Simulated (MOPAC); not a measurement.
Job for MOPAC: PM6 on H3ISi2 (SMILES [SiH3][Si]I), a point of a torsion scan.

```
PM6 1SCF PRECISE CHARGE=0 THREADS=1
H3ISi2

Si    -0.70088684 1    -0.04173685 1     0.02321394 1
Si     1.19807034 1     1.27284884 1    -0.16089346 1
I      3.05584904 1    -0.21687109 1     0.71794089 1
H     -1.08600943 1    -0.52321413 1     1.35501664 1
H     -1.78646454 1     0.84727192 1    -0.42804762 1
H     -0.72765012 1    -1.21556507 1    -0.85845651 1
```

Output:

```
*******************************************************************************
 **                                                                           **
 **                              MOPAC v23.2.5                                **
 **                                                                           **
 *******************************************************************************
 ** MOPAC's Digital Object Identifier: https://doi.org/10.5281/zenodo.6511958 **
 **                                                                           **
 ** Please cite the open-source release paper for use of this MOPAC version:  **
 ** J. E. Moussa and J. J. P. Stewart (2026)                                  **
 ** MOPAC: An open-source semiempirical molecular orbital program             **
 ** J. Open Source Softw., 11(119), 8025, https://doi.org/10.21105/joss.08025 **
 *******************************************************************************

                              PM6 CALCULATION RESULTS

 *******************************************************************************
 *  PM6        - The PM6 Hamiltonian to be used
 *
 *
 *
 *                 CHARGE ON SYSTEM = 0
 *
 *
 *
 *  PRECISE    - TIGHTER CRITERIA TO BE USED
 *  1SCF       - DO 1 SCF AND THEN STOP
 *  THREADS=1  - MULTI-THREADING NOT USED
 *  T=         - A TIME OF 172800.0 SECONDS REQUESTED
 *  DUMP=N     - RESTART FILE WRITTEN EVERY 7200.0 SECONDS REQUESTED
 *******************************************************************************
PM6 1SCF PRECISE CHARGE=0 THREADS=1
 H3ISi2

   ATOM   CHEMICAL          X               Y               Z
  NUMBER   SYMBOL      (ANGSTROMS)     (ANGSTROMS)     (ANGSTROMS)

     1      Si         -0.70088684  *  -0.04173685  *   0.02321394  *
     2      Si          1.19807034  *   1.27284884  *  -0.16089346  *
     3       I          3.05584904  *  -0.21687109  *   0.71794089  *
     4       H         -1.08600943  *  -0.52321413  *   1.35501664  *
     5       H         -1.78646454  *   0.84727192  *  -0.42804762  *
     6       H         -0.72765012  *  -1.21556507  *  -0.85845651  *



          CARTESIAN COORDINATES

    NO.       ATOM           X           Y           Z

     1        Si         -0.7009     -0.0417      0.0232
     2        Si          1.1981      1.2728     -0.1609
     3         I          3.0558     -0.2169      0.7179
     4         H         -1.0860     -0.5232      1.3550
     5         H         -1.7865      0.8473     -0.4280
     6         H         -0.7277     -1.2156     -0.8585

 General Reference for PM6:
 "Optimization of Parameters for Semiempirical Methods V: Modification of NDDO Approximations
 and Application to 70 Elements", J. J. P. Stewart, J. Mol. Mod., 13, 1173-1213 (2007)
 URL: https://link.springer.com/article/10.1007/s00894-007-0233-4

           Empirical Formula: H3 Si2 I  =     6 atoms



      MOLECULAR POINT GROUP   :   Cs


      RHF CALCULATION, NO. OF DOUBLY OCCUPIED LEVELS = 9


 -------------------------------------------------------------------------------
 PM6 1SCF PRECISE CHARGE=0 THREADS=1
 H3ISi2



     1SCF WAS SPECIFIED, SO BFGS WAS NOT USED
     SCF FIELD WAS ACHIEVED


                              PM6 CALCULATION
                                                       MOPAC v23.2.5 Linux




          FINAL HEAT OF FORMATION =         62.72201 KCAL/MOL =     262.42888 KJ/MOL


          COSMO AREA              =        144.84 SQUARE ANGSTROMS
          COSMO VOLUME            =        143.98 CUBIC ANGSTROMS

          IONIZATION POTENTIAL    =          7.486449 EV
          HOMO LUMO ENERGIES (EV) =         -7.486 -2.880
          NO. OF FILLED LEVELS    =          9
          MOLECULAR WEIGHT        =        186.0992         POINT GROUP:  Cs

          MOLECULAR DIMENSIONS (Angstroms)

            Atom       Atom       Distance
            H     5    I     3     5.08858
           Si     2    H     4     2.93587
           Si     2    H     6     2.12089


          SCF CALCULATIONS        =          1





   ATOM   CHEMICAL          X               Y               Z
  NUMBER   SYMBOL      (ANGSTROMS)     (ANGSTROMS)     (ANGSTROMS)

     1      Si         -0.70088684  *  -0.04173685  *   0.02321394  *
     2      Si          1.19807034  *   1.27284884  *  -0.16089346  *
     3       I          3.05584904  *  -0.21687109  *   0.71794089  *
     4       H         -1.08600943  *  -0.52321413  *   1.35501664  *
     5       H         -1.78646454  *   0.84727192  *  -0.42804762  *
     6       H         -0.72765012  *  -1.21556507  *  -0.85845651  *

                             CARTESIAN COORDINATES

   1   Si       -0.700886840    -0.041736850     0.023213940
   2   Si        1.198070340     1.272848840    -0.160893460
   3    I        3.055849040    -0.216871090     0.717940890
   4    H       -1.086009430    -0.523214130     1.355016640
   5    H       -1.786464540     0.847271920    -0.428047620
   6    H       -0.727650120    -1.215565070    -0.858456510


           Empirical Formula: H3 Si2 I  =     6 atoms



      MOLECULAR POINT GROUP   :   Cs


                  EIGENVALUES
 -21.09111 -20.15524 -15.70988 -12.23627 -12.16376 -10.45660 -10.20042  -9.80234
  -7.48645  -2.88019  -2.20580  -1.29473   0.10628   0.20859   0.72554   1.13844
   1.18171   1.64895   1.74814   2.12963   2.27458   2.47416   3.33229   4.26442
   4.29642 112.15192 112.18839 112.32454 112.63892 112.65233


              NET ATOMIC CHARGES AND DIPOLE CONTRIBUTIONS

  ATOM NO.   TYPE          CHARGE      No. of ELECS.   s-Pop       p-Pop       d-Pop
    1         Si           0.085813        3.9142     1.24676     2.24549     0.42193
    2         Si           0.212231        3.7878     1.82841     1.83890     0.12046
    3          I          -0.256991        7.2570     1.92586     5.32897     0.00216
    4          H          -0.014959        1.0150     1.01496
    5          H          -0.012794        1.0128     1.01279
    6          H          -0.013301        1.0133     1.01330
 DIPOLE           X         Y         Z       TOTAL
 POINT-CHG.    -2.605     1.611    -1.057     3.241
 HYBRID         0.654    -1.307     0.666     1.606
 SUM           -1.951     0.304    -0.391     2.013


          ATOMIC ORBITAL ELECTRON POPULATIONS

     Atom    s        px        py        pz      x^2-y^2     xz        z^2       yz        xy
    1 Si   1.24676   0.74135   0.74718   0.75696   0.05102   0.03893   0.09600   0.12245   0.11353
    2 Si   1.82841   0.67231   0.90356   0.26302   0.02412   0.01362   0.02141   0.00860   0.05271
    3  I   1.92586   1.72565   1.80449   1.79883   0.00045   0.00041   0.00025   0.00026   0.00079
    4  H   1.01496
    5  H   1.01279
    6  H   1.01330

 **********************
 *                    *
 * JOB ENDED NORMALLY *
 *                    *
 **********************




 == MOPAC DONE ==
```

The run finished.

Cost: around 0.05 core-seconds (rough).
